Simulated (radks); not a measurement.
Q: These are the eigenvalues of the occupied orbitals of an atom or ion with whole-number occupations (hartree). Method: Dirac Kohn-Sham, BLYP, spin-unpolarised, spherical densities, finite nucleus; Fermi nuclear charge, rms radius of each element as measured or else 0.836 A^(1/3) + 0.57 fm; computed with a radial shooting solver on a logarithmic mesh with Libxc functionals.

1s1/2: -2312.836
2s1/2: -444.9592
2p1/2: -427.7183
2p3/2: -389.0929
3s1/2: -147.1636
3p1/2: -139.6671
3p3/2: -131.1553
3d3/2: -118.6278
3d5/2: -116.7401
4s1/2: -70.18868
4p1/2: -67.01890

Which element is it, and in what charge state? The configuration may be excited. Open shells, if any, fill j = l - 1/2 first.

A: Z = 70, ytterbium, charge +39: Yb39+ in [Ar] 3d10 4s2 4p1. The list shows which subshells hold electrons but not how many an open one holds; the 1s level, -2312.8 hartree, gives Z - s = 68.0 by -(Z - s)^2/2, which with screening and relativity narrows Z to a few neighbours, and the depths of the outer levels then fix element, charge and occupations together.
